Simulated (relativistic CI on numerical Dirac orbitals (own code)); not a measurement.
## Ti VI: calculation against measurement

Computed by Dirac-Coulomb-Breit CI, orbitals from a KLI potential per configuration, a model potential for QED, valence Slater integrals scaled by 0.85, P86 correlation energy added to each configuration (own radial code, finite nucleus).

CI space (outside the closed core [Ne]): 3s²3p⁵, 3s3p⁶, 3s²3p⁴3d, 3s3p⁵3d, 3s²3p⁴4s, 3s²3p⁴4p, 3p⁶3d, 3s3p⁴3d², 3s²3p⁴4d, 3s²3p⁴4f, 3s²3p⁴5s, 3s²3p⁴5p, 3s3p⁵4s, 3s²3p⁴5d, 3s²3p³3d², 3s²3p²3d³, 3s3p³3d³, 3s²3p²3d²4s, 3s²3p²3d²4p, 3s²3p²3d²4d. Double excitations out of closed p, d and f shells are left out; levels of such configurations are missing from the list, as are those of other unlisted configurations, and high levels can miss mixing partners. These lack a partner that the ground configuration has and come out too high: 3s²3p⁴4f, 3s²3p⁴5s, 3s²3p⁴5p, 3s3p⁵4s, 3s²3p⁴5d.

```csv
Configuration,Term (tabulated),J,Measured (cm⁻¹),Computed,Error,Purity (%)
3s²3p⁵,2P°,3/2,0.0,0,0,97
3s²3p⁵,2P°,1/2,5829.0,5806,-23,97
3s3p⁶,2S,1/2,196628.0,205146,8518,72
3s²3p⁴3d,2P,1/2,288412.0,295131,6719,96
3s²3p⁴3d,2P,3/2,291890.0,298555,6665,93
3s²3p⁴3d,2D,3/2,298991.0,304070,5079,88
3s²3p⁴3d,4P,1/2,301417.0,303897,2480,97
3s²3p⁴3d,2D,5/2,302386.0,307543,5157,80
3s²3p⁴3d,2D,3/2,352625.0,353441,816,95
3s²3p⁴3d,2D,5/2,354340.0,354565,225,95
3s²3p⁴3d,2P,3/2,391583.0,391142,-441,93
3s²3p⁴3d,2P,1/2,393644.0,393217,-427,96
3s²3p⁴3d,2D,5/2,399231.0,397029,-2202,96
3s²3p⁴3d,2D,3/2,404123.0,401967,-2156,93
3s²3p⁴4s,4P,5/2,492126.0,508175,16049,97
3s²3p⁴4s,4P,3/2,495380.0,511448,16068,92
3s²3p⁴4s,4P,1/2,497389.0,513465,16076,97
3s²3p⁴4s,2P,3/2,502571.0,518261,15690,90
3s²3p⁴4s,2P,1/2,506432.0,522092,15660,97
3s²3p⁴4s,2D,5/2,518797.0,534692,15895,97
3s²3p⁴4s,2D,3/2,518914.0,534825,15911,96
3s²3p⁴4s,2S,1/2,548995.0,560638,11643,95
3s²3p⁴4d,4F †,5/2,653766.0,669181,15415,57
3s²3p⁴4d,4F †,3/2,654503.0,669232,14729,57
3s²3p⁴4d,2P,3/2,658339.0,673883,15544,85
3s²3p⁴4d,2S,1/2,668630.0,684557,15927,94
3s²3p⁴4d,2P †,3/2,671096.0,687006,15910,96
3s²3p⁴4d,2P †,1/2,671549.0,670213,-1336,88
```

Measured levels from Corliss and Sugar, J. Phys. Chem. Ref. Data 8, 1 (1979); pairs were made by configuration, J and term (by order where the table uses no LS term), so strongly mixed levels may be paired wrongly.

Mean error by configuration (cm⁻¹): 3s²3p⁵ -23; 3s3p⁶ 8518; 3s²3p⁴3d 1992; 3s²3p⁴4s 15374; 3s²3p⁴4d 15736. Over the excited levels the mean absolute error is 8494 cm⁻¹ (27 of the 33 excited levels that our extract of the source holds in range could be paired, and the others can miss by more), and the median relative error of those above 1,000 cm⁻¹ is 2.3 %. † marks terms whose computed intervals miss the measured ones by more than a factor of 2.5, or configurations far off the rest, from wrong mixing, a near crossing or a doubtful label or measurement; they are left out of the means.
